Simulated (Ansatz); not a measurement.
Ansatz results at the PBE0-D4/def2-TZVP geometry: HOMO–LUMO gap (B3LYP/def2-TZVPP) 5.03 eV; size of the dipole moment (B3LYP/def2-TZVPP) 1.08 D; HOMO–LUMO gap (PBE/def2-TZVPP) 3.56 eV.

(1) Which molecule gave them?
A. `CNB(C)O`
B. `Br[C]1=[CH][AlH]1`
C. `FC[SiH]([SiH3])[SiH3]`
D. `[Cl][Al]1[BH][NH]1`

## Answers

(1) D. The others give `FC[SiH]([SiH3])[SiH3]`: 7.16, 1.48, 5.61; `CNB(C)O`: 7.28, 2.56, 5.64; `Br[C]1=[CH][AlH]1`: 5.42, 2.77, 3.95.

B3LYP here is the variant with VWN-RPA as its local correlation; programs differ in this.
